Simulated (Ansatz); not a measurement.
Gas-phase electronic energies from Ansatz, PBE0-D4/def2-TZVP geometries. CBS: MP2 limit from def2 TZ/QZ plus the TZ coupled-cluster correction, frozen cores. Functionals use def2-TZVPP. def2 core potentials past Kr. For Zr outer-core shells are correlated without core-valence functions, which leaves a few kJ/mol of doubt a bond. Each species was taken in one conformer, which may not be the lowest.

Reaction (redistribution): `[OH][Zr]([OH])([OH])[F]` + `S[SiH]1BO1` → `[OH][Zr]([OH])([OH])[SH]` + `F[SiH]1BO1`

```
                   species  r2SCANh energy (Eh)
 `[OH][Zr]([OH])([OH])[F]`           -374.66130
              `S[SiH]1BO1`           -789.55800
`[OH][Zr]([OH])([OH])[SH]`           -673.55964
              `F[SiH]1BO1`           -490.65404
```

(1) Work out ΔE.

Largest T1 diagnostic among the species: 0.017.

Answers

(1) ΔE = (-673.55964) + (-490.65404) − (-374.66130) − (-789.55800) = 0.00562 Eh = +0.15 eV. CCSD(T)/CBS gives +0.10 eV.

Leaving LDA and LC-ωPBE aside and taking each functional with its dispersion term where it has one, the values, not all of them listed here, spread over 0.20 eV, from BHLYP-D4 to revPBE-D4. LDA lies −0.05 eV from PBE without D4. At CCSD(T), def2-SVP lies +0.25 eV from the extrapolated value and def2-TZVPP −0.02 eV.
